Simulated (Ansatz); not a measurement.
Reaction (formal exchange of groups at a Ge–Ge bond): `[OH][GeH]([Cl])[GeH3]` + `CC=S` → `[CH3][GeH]([OH])[Cl]` + `S=[CH][GeH3]`

Gas-phase electronic energies from Ansatz, PBE0-D4/def2-TZVP geometries. CBS: MP2 limit from def2 TZ/QZ plus the TZ coupled-cluster correction, frozen cores. For Ge outer-core shells are correlated without core-valence functions, which leaves a few kJ/mol of doubt a bond. Scalar relativity is left out up to krypton. Each species was taken in one conformer, which may not be the lowest.

`[OH][GeH]([Cl])[GeH3]`:

Z-matrix (Å, degrees):
```
Ge
Cl 1 2.169
Ge 1 2.429 2 106.3
O 1 1.773 2 107.8 3 -120.8
H 1 1.533 2 107.4 3 127.4
H 3 1.534 1 109.4 2 56.4
H 3 1.536 1 109.9 2 177.2
H 3 1.535 1 108.1 2 -63.2
H 4 0.961 1 112.9 2 58.1
```

`CC=S`:

```xyz
7

C    -0.657    0.006   -0.150
C     0.796   -0.063    0.138
S     1.621    0.921    1.106
H    -1.133   -0.942    0.125
H    -0.815    0.123   -1.228
H    -1.136    0.826    0.383
H     1.325   -0.871   -0.374
```

`[CH3][GeH]([OH])[Cl]`:

Z-matrix (Å, degrees):
```
C
Ge 1 1.936
H 1 1.090 2 110.0
H 1 1.091 2 109.7 3 120.3
H 1 1.090 2 109.7 3 -119.6
O 2 1.770 1 112.1 3 179.9
Cl 2 2.165 1 107.0 3 61.9
H 2 1.530 1 116.5 3 -59.2
H 6 0.960 2 113.1 1 -65.0
```

`S=[CH][GeH3]`:

Z-matrix (Å, degrees):
```
Ge
C 1 1.963
H 1 1.530 2 108.6
H 1 1.539 2 108.7 3 121.1
H 1 1.539 2 108.7 3 -121.1
S 2 1.607 1 124.3 3 0.1
H 2 1.094 1 116.6 3 -179.9
```

| species | CCSD(T)/CBS(def2) energy (Eh) |
| --- | --- |
| `[OH][GeH]([Cl])[GeH3]` | -4690.25241 |
| `CC=S` | -476.26007 |
| `[CH3][GeH]([OH])[Cl]` | -2652.20691 |
| `S=[CH][GeH3]` | -2514.29743 |

Q: Work out ΔE.

A: ΔE = (-2652.20691) + (-2514.29743) − (-4690.25241) − (-476.26007) = 0.00814 Eh = +5.1 kcal/mol.

Largest T1 diagnostic among the species: 0.016.

In def2-TZVPP, CCSD(T) changes the Hartree–Fock value by −1.5 kcal/mol (the triples alone add −0.2 kcal/mol) and MP2 by −2.1 kcal/mol. At CCSD(T), def2-SVP lies +2.0 kcal/mol from the extrapolated value and def2-TZVPP −0.5 kcal/mol.
